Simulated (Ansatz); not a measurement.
Cl₃HSn (`[Cl][SnH]([Cl])[Cl]`). The species carries charge 0 and has multiplicity 1. Sn takes the def2 core potential.

```xyz
5

Cl    0.8656    1.3099   -1.6038
Sn   -0.0695    0.0996    0.1139
Cl    1.5967   -1.1932    1.0316
Cl   -1.6168   -1.3278   -0.8127
H    -0.7759    1.1115    1.2709
```

Question: What are the harmonic wavenumbers in cm⁻¹ at PBE0-D4/def2-TZVP (Ansatz, finite differences of forces, unscaled)? (Estimate.)

Answer: Computed: 109, 109, 131, 380, 393, 393, 555, 555, 2002.

Question: Is this a minimum?

Answer: Yes, all 9 modes are real.

Question: Give the ideal-gas thermochemistry at 298.15 K and 1 bar (rigid rotor, harmonic oscillator; point group C3v, symmetry number 3).

Answer: Zero-point energy 27.7 kJ/mol; H(298) − E = 46.6 kJ/mol; entropy 345.5 J/(mol·K), of which translation 176.5, rotation 112.2, vibration 56.9; G(298) − E = -56.4 kJ/mol.

Question: And at 400, 500, 600, 800 and 1000 K?

Answer: 
```
T (K)  H − E (kJ/mol)  S (J/mol/K)  G − E (kJ/mol)
  400            55.7        371.6           -93.0
  500            65.0        392.4          -131.2
  600            74.6        409.9          -171.3
  800            94.4        438.4          -256.3
 1000           114.7        461.1          -346.3
```
